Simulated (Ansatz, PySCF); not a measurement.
Si(H)2(OMe)(SMe) (C2H8OSSi), SMILES CO[SiH2]SC. Atoms are numbered in the order given.

```xyz
13

Si     0.2716    -0.9155     0.5740
O      1.7507    -0.1714     0.4458
C      1.9272     1.2139     0.3504
S     -1.1240    -0.3533    -0.9461
C     -1.8684     1.1390    -0.2062
H     -0.3588    -0.5718     1.8880
H      0.5362    -2.3669     0.4223
H      3.0048     1.4321     0.3079
H      1.4592     1.6202    -0.5649
H      1.5060     1.7499     1.2222
H     -1.1886     2.0005    -0.2579
H     -2.7686     1.3662    -0.7928
H     -2.1638     0.9618     0.8374
```

Geometry: PBE0-D3(BJ)/def2-SVP. One conformer was computed; it need not be the lowest.

Two levels are set side by side: PBE-D3(BJ)/def2-SVP (Ansatz, an electronic-structure program) and PBE0-D3(BJ)/def2-SVP (Ansatz). Each level has its own optimised geometry; the coordinates shown are those of the second. Frequencies come from the Hessian of PySCF at each geometry. Differences are taken from unrounded values.

```tsv
quantity	PBE0-D3(BJ)
mean bond length (Å)	1.384
bond Si1–O2 (Å)	1.661
bond Si1–S4 (Å)	2.139
bond O2–C3 (Å)	1.400
bond S4–C5 (Å)	1.824
bond Si1–H6 (Å)	1.497
bond Si1–H7 (Å)	1.483
bond C3–H8 (Å)	1.100
bond C3–H9 (Å)	1.105
bond C3–H10 (Å)	1.107
bond C5–H11 (Å)	1.099
bond C5–H12 (Å)	1.098
bond C5–H13 (Å)	1.099
highest harmonic wavenumber (cm⁻¹)	3189
mean harmonic wavenumber (cm⁻¹)	1321
zero-point energy (kcal/mol)	62.32
```

What does PBE-D3(BJ) give, and how far is it from PBE0-D3(BJ)? (An estimate is asked for; the answer gives what the named calculation found.)


```csv
quantity,PBE-D3(BJ),PBE-D3(BJ) minus PBE0-D3(BJ)
mean bond length (Å),1.396,0.012
bond Si1–O2 (Å),1.679,0.019
bond Si1–S4 (Å),2.154,0.015
bond O2–C3 (Å),1.414,0.014
bond S4–C5 (Å),1.840,0.016
bond Si1–H6 (Å),1.510,0.012
bond Si1–H7 (Å),1.494,0.011
bond C3–H8 (Å),1.109,0.009
bond C3–H9 (Å),1.115,0.009
bond C3–H10 (Å),1.116,0.009
bond C5–H11 (Å),1.107,0.008
bond C5–H12 (Å),1.106,0.008
bond C5–H13 (Å),1.107,0.008
highest harmonic wavenumber (cm⁻¹),3097,-92
mean harmonic wavenumber (cm⁻¹),1275,-46
zero-point energy (kcal/mol),60.16,-2.17
```

GGA bonds tend to be longer and softer than those of functionals with exact exchange. Differences between two approximate levels are no errors against the true value.
